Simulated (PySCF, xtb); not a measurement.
H₁₈N₆Ru, SMILES [NH3]->[Ru+2](<-[NH3])(<-[NH3])(<-[NH3])(<-[NH3])<-[NH3], charge +2, multiplicity 1.

xtb 6.7.1 with GFN2-xTB at its own geometry gives an orbital gap of 2.48 eV.

Geometry optimised at B3LYP-D3(BJ)/def2-SVP. The spin state was assumed, not searched. The isomer is the one that the SMILES or the coordinates give; other isomers of the formula were not compared. The def2 effective core potentials stand for the cores of Ru; spin–orbit coupling is left out.

**Question.** What does ωB97X/def2-SVP (PySCF) give? (An estimate is asked for; the answer gives what the named calculation found.)

**Answer.** gap 10.22 eV (levels -15.44 and -5.22 eV).
